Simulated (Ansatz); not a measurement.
`C=C[Te][SiH3]` + `C[SiH2][GeH3]` → `C[SiH2][Te][SiH3]` + `C=[CH][GeH3]` at 298.15 K and 1 bar (redistribution).

Program: Ansatz. Geometries: PBE0-D4/def2-TZVP. ΔE: electronic, gas phase. CBS: MP2 limit from def2 TZ/QZ plus the TZ coupled-cluster correction, frozen cores. def2 core potentials past Kr. For Ge, Te outer-core shells are correlated without core-valence functions, which leaves a few kJ/mol of doubt a bond. Scalar relativity is left out up to krypton. Each species was taken in one conformer, which may not be the lowest.

| species | CCSD(T)/CBS energy (Eh) | H − E (kJ/mol) | S (J/(mol·K)) |
| --- | --- | --- | --- |
| `C=C[Te][SiH3]` | -636.49984 | 196.6 | 363.8 |
| `C[SiH2][GeH3]` | -2408.05773 | 222.0 | 340.9 |
| `C[SiH2][Te][SiH3]` | -888.79691 | 233.6 | 402.9 |
| `C=[CH][GeH3]` | -2155.78858 | 187.0 | 299.7 |

H − E and S are ideal-gas, rigid-rotor, harmonic terms from PBE0-D4/def2-TZVP, for one conformer and one mirror image of each species. 1 Eh = 2625.50 kJ/mol, R = 8.31446 J/(mol·K).

Problem. By hand: ΔE, ΔH, ΔS and ΔG.

Solution. ΔE = (-888.79691) + (-2155.78858) − (-636.49984) − (-2408.05773) = -0.02792 Eh = -73.3 kJ/mol. Δ(H − E) = 233.6 + 187.0 − 196.6 − 222.0 = 2.0, so ΔH = -71.3 kJ/mol. ΔS = 402.9 + 299.7 − 363.8 − 340.9 = -2.1 J/(mol·K). ΔG = -71.3 − 298.15 × (-2.1)/1000 = -70.7 kJ/mol.

Problem. By hand: the equilibrium constant, and the temperature at which ΔG would vanish if ΔH and ΔS stayed fixed.

Solution. log₁₀ K = −ΔG/(RT ln 10) = 12.4. ΔG = 0 at ΔH/ΔS = 33952 K, far beyond where these terms or the molecules hold.

The number of gas molecules stays the same, so ΔS is small and ΔH decides. A doubt of 5 kJ/mol in ΔE shifts log₁₀ K by 0.9 here. Other conformers and mirror images would add mixing entropy, several J/(mol·K) or more a flexible species. Modes under 60 cm⁻¹, often nearly free rotors, make the harmonic entropy too high. These are equilibria of isolated gas molecules and say nothing of rates. Largest T1 diagnostic: 0.012 (customary marks: 0.02 for closed shells, 0.045 for open ones).
